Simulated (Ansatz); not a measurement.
Gas-phase electronic energies from Ansatz, PBE0-D4/def2-TZVP geometries. CBS: MP2 limit from def2 TZ/QZ plus the TZ coupled-cluster correction, frozen cores. This one scheme is used for every species. Each species was taken in one conformer, which may not be the lowest.

Consider the formal exchange of groups at the Si–N bond: `C[SiH](O)N[SiH2]O` + `FBF` → `O[SiH2]B(F)F` + `C[SiH](N)O`.

| species | SCS-MP2/def2-TZVPP energy (Eh) |
| --- | --- |
| `C[SiH](O)N[SiH2]O` | -826.58387 |
| `FBF` | -224.94911 |
| `O[SiH2]B(F)F` | -590.34923 |
| `C[SiH](N)O` | -461.13794 |

**Question.** Work out ΔE.

**Answer.** ΔE = (-590.34923) + (-461.13794) − (-826.58387) − (-224.94911) = 0.04581 Eh = +28.7 kcal/mol. CCSD(T)/CBS gives +27.1 kcal/mol.

Largest T1 diagnostic among the species: 0.013.

From PBE to PBE0 (25 % exact exchange), in def2-TZVPP and without D4, ΔE moves by +1.8 kcal/mol. The D4 term adds +2.2 kcal/mol with B3LYP and +1.2 kcal/mol with PBE0; it sums over pairs of atoms, weighted by their polarisabilities, and B3LYP, whose exchange is more repulsive, gets the larger term.

B3LYP here is the variant with VWN-RPA as its local correlation; programs differ in this.
